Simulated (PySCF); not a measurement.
Al(Me)3(HOMe), C4H13AlO, singlet (GFN2-xTB optimised geometry):

```
19

Al    -0.235     0.002     0.000
C      1.781     0.002     0.000
H      2.248    -0.956    -0.260
H      2.142     0.230     1.007
H      2.244     0.757    -0.647
C     -1.186    -1.574     0.807
H     -1.309    -1.454     1.887
H     -0.648    -2.519     0.675
H     -2.196    -1.742     0.415
C     -1.199     1.764     0.000
H     -0.733     2.519    -0.644
H     -1.218     2.204     1.002
H     -2.248     1.704    -0.311
C     -1.421    -0.632    -2.784
O     -0.331    -0.456    -1.902
H     -1.357     0.054    -3.631
H     -2.314    -0.408    -2.205
H     -1.475    -1.662    -3.144
H      0.516    -0.631    -2.323
```

Computed with CAM-B3LYP/def2-SVP (PySCF).

**Question.** What are the frontier orbital energies and the dipole moment?

**Answer.** HOMO-2 -10.35 eV, HOMO-1 -8.19 eV, HOMO -8.00 eV, LUMO 1.48 eV, LUMO+1 2.49 eV; dipole moment 4.93 D.

Meta-Löwdin charges at CAM-B3LYP/def2-SVP: Al1 0.77, C2 -0.61, H3 0.08, H4 0.10, H5 0.09, C6 -0.60, H7 0.10, H8 0.09, H9 0.08, C10 -0.60, H11 0.09, H12 0.10, H13 0.09, C14 -0.07, O15 -0.40, H16 0.11, H17 0.13, H18 0.11, H19 0.36.
